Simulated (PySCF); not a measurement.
Be(I)(SiH3) (BeH₃ISi), SMILES [SiH3][Be][I].

Geometry: B3LYP-D3(BJ)/def2-TZVP. The def2 effective core potentials stand for the cores of I; spin–orbit coupling is left out.

Computed with TDA-B3LYP/def2-SVPD (PySCF).

Vertical excitations; the highest root listed may be one member of a degenerate set. Gas-phase values at a fixed geometry. State labels are in the subgroup Cs.

Computed UV-visible absorptions:
```
state  symmetry  energy (eV)  λ (nm)      f                                             main pairs
-----  --------  -----------  ------  -----  -----------------------------------------------------
S1           A"         5.13     242  0.000                     HOMO−1→LUMO 50 %, HOMO→LUMO+1 50 %
S2           A'         5.18     239  0.000              HOMO→LUMO, HOMO−1→LUMO+1 (degenerate set)
S3           A"         5.18     239  0.000              HOMO→LUMO+1, HOMO−1→LUMO (degenerate set)
S4           A'         5.46     227  0.027                           HOMO−2→LUMO (degenerate set)
S5           A"         5.46     227  0.027                         HOMO−2→LUMO+1 (degenerate set)
S6           A'         6.11     203  0.236  HOMO−1→LUMO+1 42 %, HOMO→LUMO 42 %, HOMO−2→LUMO+2 8 %
S7           A'         6.57     189  0.073                           HOMO→LUMO+2 (degenerate set)
S8           A"         6.57     189  0.073                         HOMO−1→LUMO+2 (degenerate set)
S9           A"         6.80     182  0.000                   HOMO−3→LUMO 50 %, HOMO−4→LUMO+1 50 %
S10          A'         6.93     179  0.601                                     HOMO−2→LUMO+2 80 %
T1           A'         4.43     280      0                           HOMO−2→LUMO (degenerate set)
T2           A"         4.43     280      0                         HOMO−2→LUMO+1 (degenerate set)
T3           A'         4.80     258      0                     HOMO→LUMO 49 %, HOMO−1→LUMO+1 49 %
T4           A'         4.94     251      0                     HOMO−1→LUMO+1 50 %, HOMO→LUMO 50 %
```
Triplets are in the Tamm–Dancoff approximation.
